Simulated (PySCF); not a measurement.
prop-2-enoxyboronic acid (C3H7BO3), SMILES C=CCOB(O)O. Geometry: PBE-D3(BJ)/def2-SVP. Other conformers were not sampled.

**Question.** Give the equilibrium geometry at PBE-D3(BJ)/def2-SVP (PySCF confirms it by a frequency run) as bond lengths and angles. (Estimate from the structure and the level; the computed values follow.)

**Answer.** Several could match; the one computed here: 
Atoms: C1 C2 C3 O4 B5 O6 O7 H8 H9 H10 H11 H12 H13 H14. Bonded distances (Å): C1–C2 1.343, C1–H8 1.101, C1–H9 1.103, C2–C3 1.503, C2–H10 1.105, C3–O4 1.430, C3–H11 1.114, C3–H12 1.110, O4–B5 1.374, B5–O6 1.377, B5–O7 1.376, O6–H13 0.974, O7–H14 0.973. Angles (°): C2–C1–H8 121.7, C2–C1–H9 121.3, H8–C1–H9 116.9, C1–C2–C3 124.5, C1–C2–H10 120.3, C3–C2–H10 115.2, C2–C3–O4 111.9, C2–C3–H11 109.4, C2–C3–H12 110.4, O4–C3–H11 109.7, O4–C3–H12 107.3, H11–C3–H12 108.1, C3–O4–B5 120.4, O4–B5–O6 119.4, O4–B5–O7 120.5, O6–B5–O7 120.1, B5–O6–H13 110.3, B5–O7–H14 110.6.
Charge 0, spin multiplicity 1.
